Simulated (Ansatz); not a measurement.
ClH$_{3}$OSn, SMILES `[OH][SnH2][Cl]`. Charge 0, multiplicity 1. Correlated methods include outer-core shells of Sn, which these sets cover unevenly. Sn takes the def2 core potential.

```xyz
6

O     0.719    0.874    1.052
Sn   -0.044   -0.041   -0.495
Cl   -0.501   -2.225    0.175
H     0.177    0.812    1.842
H    -1.542    0.643   -0.923
H     1.192   -0.064   -1.650
```

Problem. Give the diagnostics of a CCSD(T)/def2-TZVPP run (frozen core, Ansatz). (An estimate is asked.)

Solution. The calculation gave: T1 = 0.0127, largest single amplitude 0.022, largest double 0.025, (T) share of the correlation energy 3.3 %, 9 CCSD cycles. The RHF solution is stable towards an unrestricted one. T1 lies under the customary mark of 0.02 for closed shells.
